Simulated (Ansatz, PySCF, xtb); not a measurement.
Bond stretch in SB (cation, charge +1), lowest triplet found (which spin is the ground state isn't settled by this scan).

Levels: UKS-LDA (SVWN5)/6-31G* = unrestricted LDA (SVWN5)/6-31G*, spherical d (PySCF); UKS-B3LYP/6-31G* = unrestricted B3LYP/6-31G*, spherical d run with PySCF; GFN1-xTB (xtb); FCI = full CI/cc-pVDZ, frozen core (Ansatz, a program for electronic structure).

Energies relative to the lowest point of each curve between 1.46 and 2.15 Å, where full CI is lowest, in mEh; the last columns give the difference from FCI:

```
R / Å  UKS-LDA (SVWN5)/6-31G*  UKS-B3LYP/6-31G*  GFN1-xTB    FCI  UKS-LDA (SVWN5)/6-31G* − FCI  UKS-B3LYP/6-31G* − FCI  GFN1-xTB − FCI
-----  ----------------------  ----------------  --------  -----  ----------------------------  ----------------------  --------------
1.35                    138.2             139.8     159.2  157.4                         -19.1                   -17.6             1.8
1.46                     54.5              55.4      56.0   65.4                         -11.0                   -10.1            -9.4
1.57                     14.3              14.8      11.9   19.7                          -5.4                    -4.9            -7.8
1.64                      3.3               3.6       1.5    6.0                          -2.7                    -2.5            -4.6
1.73                      0.0               0.0       0.0    0.0                           0.0                     0.0             0.0
1.81                      3.8               3.5       5.6    1.8                           2.0                     1.7             3.7
1.86                      8.3               7.8      11.0    5.2                           3.2                     2.6             5.9
1.91                     13.9              13.1      17.5    9.6                           4.3                     3.4             7.8
1.98                     23.0              21.5      27.5   17.0                           6.0                     4.5            10.4
2.03                     29.9              27.9      35.0   22.7                           7.2                     5.2            12.3
2.15                     46.9              43.0      53.1   36.4                          10.5                     6.6            16.8
```

UKS-LDA (SVWN5)/6-31G* is furthest from FCI at 1.35 (-19.1 mEh, below); its mean absolute difference over the points is 6.5 mEh.

UKS-B3LYP/6-31G* is furthest from FCI at 1.35 (-17.6 mEh, below); its mean absolute difference over the points is 5.4 mEh.

GFN1-xTB is furthest from FCI at 2.15 (16.8 mEh, above); its mean absolute difference over the points is 7.3 mEh.

The scan ran from 1.35 to 6.42 Å; beyond the distances shown full CI changes its symmetry label.
